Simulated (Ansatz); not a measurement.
Geometry optimisation, RKS B3LYP/def2-SVP in Ansatz 0.2.0.

Input file:

```yaml
crystal:
  periodic: [false, false, false]
  atoms:
    - { symbol: Ta, position_ang: [0.0, 0.0, 0.0] }
    - { symbol: F, position_ang: [1.93, 0.0, 0.0] }
    - { symbol: O, position_ang: [0.0, 0.0, 2.02] }
    - { symbol: H, position_ang: [-0.2547, -0.9174, 2.3571] }
    - { symbol: F, position_ang: [0.0, 0.0, -1.93] }
    - { symbol: F, position_ang: [-0.965, 1.6714, 0.0] }
    - { symbol: "N", position_ang: [-1.08, -1.8706, 0.0] }
    - { symbol: H, position_ang: [-1.8056, -2.0636, 0.7482] }
    - { symbol: H, position_ang: [-0.8844, -2.5955, -0.7482] }
basis:
  gaussian: { orbitals: def2-SVP }
hamiltonian:
  xc: b3lyp
relax:
  f_tol: 0.02
  max_steps: 40
```

Command:

```bash
$ ansatz run input.yaml --threads 2 --pin off --max-ram 3072MiB --backend cpu --events-out ev --progress --plain --runs-dir out
```

**Question.** Where does it end, and by what steps?

**Answer.** The forces met the threshold. After 10 steps the energy has fallen by 1.183 eV; H4 moved furthest, 0.84 Å.

```csv
step,energy less start (eV),largest force component (eV/Å),accepted
0,0.0000,2.070,yes
1,-0.6927,2.178,yes
2,-0.8944,2.125,yes
3,-1.0001,1.782,yes
4,-1.0750,0.399,yes
5,-1.1188,0.665,yes
6,-1.1548,0.367,yes
7,-1.1761,0.216,yes
8,-1.1753,0.319,no
9,-1.1823,0.070,yes
10,-1.1828,0.005,yes
```

```xyz
9
Properties=species:S:1:pos:R:3
Ta -0.023 -0.118 0.045
F 1.866 -0.240 0.029
O -0.101 -0.240 1.930
H -0.104 -0.283 2.888
F 0.023 -0.070 -1.859
F -1.000 1.502 0.014
N -1.045 -1.789 -0.151
H -1.398 -2.357 0.614
H -1.278 -2.181 -1.062
```

Whether the end is a true minimum wasn't checked by a vibrational analysis.

The run took 89 s on 2 threads of Intel(R) Xeon(R) Platinum 8259CL CPU @ 2.50GHz (Skylake/Cascade Lake), on a shared host, peak memory 0.3 GiB.
